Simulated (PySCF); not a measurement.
B2PLYP on B (boron, neutral)

Configuration: [He] 2s2 2p1, 2P determinant. Calculation: PySCF 2.14, in x2c-TZVPPall (5s3p2d1f, 31 functions); the spin-free X2C one-electron Hamiltonian (Gaussian nucleus).

- Total energy, PT2 part included: -24.6424 hartree
- One-electron energy: -32.4088 hartree
- Hartree (Coulomb) energy: 11.6410 hartree
- Exchange-correlation energy: -3.8591 hartree
- PT2 correlation before scaling by 0.27: -0.05710 hartree
- ⟨S²⟩: 0.7557
- ⟨L²⟩: 2.015
- Sum of ⟨r⟩: 6.777 bohr
- Sum of ⟨r²⟩: 15.73 bohr²
- Traceless quadrupole moment −½Σ⟨3z² − r²⟩ along its main axis: -2.42 e·bohr²
- Langevin diamagnetic susceptibility: -12.5 ×10⁻⁶ cm³/mol

| shell | electrons | mean orbital energy (eV) | rms radius, mean of both spins (bohr) |
| --- | --- | --- | --- |
| 1s α | 1 | -196.19 | 0.381 |
| 1s β | 1 | -195.88 | 0.381 |
| 2s α | 1 | -12.407 | 2.17 |
| 2s β | 1 | -10.691 | 2.17 |
| 2p α | 1 | -6.553 | 2.46 |

The orbital energies are those of the SCF part of the double hybrid.
